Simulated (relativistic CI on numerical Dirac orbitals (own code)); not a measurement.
# From line strength to rate: Sb II 1436.45 Å (vacuum)

Problem. For 5s2 5p2 3P_2 – 5s2 5p 6s 3P°_2 of Sb II a semi-empirical relativistic CI calculation gives the line strength S = 2.62 e²a₀² in the length gauge. The measured levels are 5658.20 and 75274.50 cm⁻¹ (NIST Handbook). Find gf, f, A and the partial lifetime.

Working.
1. σ = 75274.50 − 5658.20 = 69616.30 cm⁻¹, so the vacuum wavelength is 10⁸/σ = 1436.45 Å.
2. gf = 303.756 S/λ(Å) = 0.554, log gf = -0.257; with g = 5 for the lower level, f = 0.111.
3. A = 2.02613 × 10¹⁸ S/(g_u λ³) with g_u = 5: A = 3.58 × 10^8 s⁻¹.
4. The partial lifetime for this S is 1/A = 2.79 ns; in the calculation this line carries 55 % of the decay of the upper level.

Check. The Handbook lists A = 5.20 × 10^8 s⁻¹, a tabulated value with its own uncertainty (a few per cent for the best lines, 25 % or more for others); ours lies 31 % below it. The velocity form of the same calculation gives S = 2.15, and the gap between the two forms is a rough gauge of the error in S. A miss this large is common for lines of near-neutral atoms, where core polarisation and correlation outside the CI space change S. With the computed energy (70167 cm⁻¹) in place of the measured one the rate would change by the factor (σ_calc/σ)³ = 1.02.
